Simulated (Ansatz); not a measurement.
Reaction (substitution at a C–O bond): `C=C(O)Br` + CH₃OH → `C=C(Br)OC` + H₂O

Program: Ansatz. Geometries: PBE0-D4/def2-TZVP. ΔE: electronic, gas phase. CCSD(T)/CBS adds triple-zeta CCSD(T) − MP2 to the extrapolated MP2 energy (def2 sets, frozen cores). This one scheme is used for every species. DFT in def2-TZVPP. For Br outer-core shells are correlated without core-valence functions, which leaves a few kJ/mol of doubt a bond. Scalar relativity is left out up to krypton. Each species was taken in one conformer, which may not be the lowest.

```csv
species,r2SCAN-D4 energy (Eh)
`C=C(O)Br`,-2727.33371
CH₃OH,-115.70611
`C=C(Br)OC`,-2766.62262
H₂O,-76.42324
```

Task: Work out ΔE.

Result: ΔE = (-2766.62262) + (-76.42324) − (-2727.33371) − (-115.70611) = -0.00604 Eh = -0.16 eV. CCSD(T)/CBS gives -0.21 eV.

Largest T1 diagnostic among the species: 0.010.

The D4 term adds −0.07 eV with B3LYP and −0.04 eV with PBE0; it sums over pairs of atoms, weighted by their polarisabilities, and B3LYP, whose exchange is more repulsive, gets the larger term. In def2-TZVPP, CCSD(T) changes the Hartree–Fock value by −0.12 eV (the triples alone add −0.03 eV) and MP2 by −0.15 eV.

B3LYP here is the variant with VWN-RPA as its local correlation; programs differ in this.
